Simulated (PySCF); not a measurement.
# Dipole response of Rb+ (rubidium, charge +1)

[Kr], closed-shell 1S. Computed with PySCF 2.14 in aug-cc-pwCVTZ-X2C with one added diffuse shell each of s, p, d, f type (11s10p8d4f, 109 functions), with the spin-free X2C one-electron Hamiltonian (Gaussian nucleus). Coupled (time-dependent) response in atomic units; α is the mean over directions.

```json
{"method": "UHF", "mean α (bohr³)": "9.045", "C₆ (like pair)": "53.62", "S(−4)": "13.06"}
{"method": "PBE", "mean α (bohr³)": "9.480", "C₆ (like pair)": "56.69", "S(−4)": "15.13"}
{"method": "PBE0", "mean α (bohr³)": "9.278", "C₆ (like pair)": "55.22", "S(−4)": "14.18"}
{"method": "MN15", "mean α (bohr³)": "9.160", "C₆ (like pair)": "53.28", "S(−4)": "14.13"}
```

S(−4) is the Cauchy moment in α(ω) = α(0) + S(−4) ω² + …

α(iu) at MN15:

| u (hartree) | α(iu) (bohr³) |
| --- | --- |
| 0 | 9.160 |
| 0.0500 | 9.125 |
| 0.100 | 9.021 |
| 0.200 | 8.632 |
| 0.300 | 8.062 |
| 0.500 | 6.691 |
| 0.750 | 5.079 |
| 1.00 | 3.838 |
| 1.50 | 2.303 |
| 2.00 | 1.497 |
| 3.00 | 0.7626 |
| 5.00 | 0.3058 |

A single London oscillator, α(iu) = α/(1 + u²/ω²), gives C₆ = (3/4) ω α². Matching the computed C₆ needs ω = 4 × 53.28 / (3 × 9.160²) = 0.847 hartree.

For an ion, C₆ is the dispersion term alone; charge-induced terms of lower order in 1/R come first.
